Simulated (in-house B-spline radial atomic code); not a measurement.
Atomic self-consistent-field run: neutral indium (an excited or competing configuration). All numbers are computed (scalar-relativistic (X2C) HSE06, spin-polarised, spherical fractional occupations, exact exchange averaged over the configuration; Fermi nucleus of rms radius 4.6156 fm) with a B-spline radial code for spherical atoms, not measured.

Command:
```bash
python run_scf.py task.json out
```
Settings (nuclear radius in fm, mass in u):
```
Z                49
configuration    [Ar] 3d9 4s2 4p6 4d10 5s2 5p1 6d1
hamiltonian      x2c
method           hse06
spin_polarised   True
nucleus          fermi
rms_radius       4.6156
atomic_mass      114.90388
speed_of_light   137.035999084
exact_exchange   averaged over the configuration
```

Output (hartree, bohr):
```
 radial grid: 90 intervals, B-splines of order 8, outer radius 85 bohr

 iter        energy (Eh)    residual
    1       -5860.238646    4.71e-01
    2       -5861.030764    3.50e-01
    3       -5864.005145    2.13e-02
    4       -5864.023059    5.53e-03
    5       -5864.024040    8.10e-04
    6       -5864.024083    1.72e-04
    7       -5864.024090    8.62e-05
    8       -5864.024094    3.07e-05
    9       -5864.024095    1.85e-05
   10       -5864.024095    9.12e-06
   11       -5864.024095    7.14e-07
   12       -5864.024095    1.27e-07

 total energy                     -5864.02410
 kinetic                            6163.5718
 electron-nucleus                 -14189.5949
 Hartree                            2320.6681
 exact exchange                      -38.0484
 exchange-correlation               -120.6207

 orbital      occ     eigenvalue          <r>       <r^2>       <1/r>       r_max
 1s up      1.000     -1023.2942    0.0291409  0.00115938     54.1306     0.01854
 1s down    1.000     -1023.2924    0.0291407  0.00115936     54.1308     0.01854
 2s up      1.000      -155.6325     0.127951   0.0193657     12.2625      0.1085
 2s down    1.000      -155.5346     0.127906   0.0193514     12.2675      0.1085
 2p up      3.000      -139.8723     0.111901    0.015303     11.4287     0.08666
 2p down    3.000      -139.7894     0.111845   0.0152863     11.4333     0.08664
 3s up      1.000       -30.9228     0.345409    0.136501     4.31945      0.3141
 3s down    1.000       -30.7960      0.34569    0.136724     4.31385      0.3142
 3p up      3.000       -25.7231     0.343396    0.136873     4.04423      0.3071
 3p down    3.000       -25.5814     0.343792     0.13719     4.03782      0.3073
 3d up      5.000       -17.7023     0.319508    0.120953     3.79888      0.2561
 3d down    4.000       -17.5771     0.320768     0.12214       3.789      0.2565
 4s up      1.000        -5.2473     0.831963    0.782907     1.68448      0.7586
 4s down    1.000        -5.2284     0.833181    0.785133     1.68131      0.7597
 4p up      3.000        -3.6355     0.897935    0.921094     1.51894      0.8003
 4p down    3.000        -3.6180     0.899422    0.923962      1.5159      0.8018
 4d up      5.000        -1.2680      1.09823     1.43004     1.21318       0.893
 4d down    5.000        -1.2515      1.09837     1.42953     1.21649      0.8965
 5s up      1.000        -0.6080      2.36135     6.31274    0.544535       2.031
 5s down    1.000        -0.5715      2.34681     6.24026    0.549308       2.019
 5p up      1.000        -0.3359      2.93141     9.80366    0.431155       2.471
 6d up      1.000        -0.0249      16.1218     290.219   0.0819379       16.34
```

Time taken, with all properties: 4.6 s on 1 thread of Arm Neoverse N1, on a shared host.

One-electron X2C: radii and densities carry no picture-change correction, so inner-shell <1/r> comes out high (for 1s by about 2 % at Z = 33, 5 % at 54, 10 % at 75, 30 % at 118) and <r> low.
